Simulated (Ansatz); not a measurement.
Ansatz (a first-principles code) input (CCSD(T)/def2-SVPD):

Ansatz 0.2 input:
```yaml
crystal:
  periodic: [false, false, false]
  atoms:
    - {symbol: Si, position_ang: [0.00510421, 0.00435377, 0.85536082]}
    - {symbol: Br, position_ang: [1.04707150, -1.56691927, -0.16935531]}
    - {symbol: Br, position_ang: [-1.04911318, 1.56517777, -0.17278902]}
basis:
  gaussian:
    orbitals: def2-SVPD
total_charge: 1
magnetization: {spin_polarized: true, initial_magnetization: 1}
correlation: {method: ccsd_t, electrons: outside_noble_gas}
output: {forces: true}
```

End of the output:

```
mean field evaluation 32: about -147830.7508 eV, gradient 6.3e-2 eV
mean field evaluation 64: about -147830.7458 eV, gradient 5.9e-2 eV
mean field -147833.97585019 eV, -5432.7984070268 hartree, gradient 1.7e-6 eV, S^2 0.764868; 2 other end points of the search recorded, 0 dependent functions left out
determinant -147833.97585019 eV, -5432.7984070268 hartree, with singles and doubles -147843.09037280 eV, -5433.1333595546 hartree
determinant -147830.88956991 eV, -5432.6849883181 hartree, with singles and doubles -147840.17642736 eV, -5433.0262740346 hartree
determinant -147830.75105677 eV, -5432.6798980544 hartree, with singles and doubles -147840.40602214 eV, -5433.0347114871 hartree
33 core orbitals not correlated
reference -147833.97585019 eV, -5432.7984070268 hartree; 9, 8 occupied and 64, 65 virtual orbitals, 1016 factors
densities: 0.68 GiB planned
second order -8.36230203 eV of doubles, -0.00000000 eV of singles
coupled cluster: 0.47 GiB planned
cycle   1  -9.10764561 eV  change   -2.7e-1 eV  update   1.8e-2
cycle   2  -9.12199540 eV  change   -1.4e-2 eV  update   4.7e-3
cycle   3  -9.12321226 eV  change   -1.2e-3 eV  update   1.9e-3
cycle   4  -9.12422190 eV  change   -1.0e-3 eV  update   9.3e-4
cycle   5  -9.12451522 eV  change   -2.9e-4 eV  update   5.3e-4
cycle   6  -9.12488831 eV  change   -3.7e-4 eV  update   2.3e-4
cycle   7  -9.12486912 eV  change    1.9e-5 eV  update   8.1e-5
cycle   8  -9.12486688 eV  change    2.2e-6 eV  update   3.3e-5
cycle   9  -9.12485693 eV  change    1.0e-5 eV  update   1.3e-5
cycle  10  -9.12485613 eV  change    8.0e-7 eV  update   4.8e-6
cycle  11  -9.12485643 eV  change   -3.0e-7 eV  update   1.8e-6
cycle  12  -9.12485605 eV  change    3.8e-7 eV  update   6.5e-7
perturbative correction -0.37272623 eV, -0.0136974364 hartree
the calculation of the forces begins
Total energy: -147843.47343247 eV, -5433.1474367378 hartree
Atom 0 at     0.005104     0.004354     0.855361 Å, force     0.000887     0.000757     0.148688 eV/Å
Atom 1 at     1.047071    -1.566919    -0.169355 Å, force     0.103694    -0.155980    -0.074173 eV/Å
Atom 2 at    -1.049113     1.565178    -0.172789 Å, force    -0.104582     0.155223    -0.074514 eV/Å
Dipole moment:     0.002293     0.001956     0.384309 e Å
```
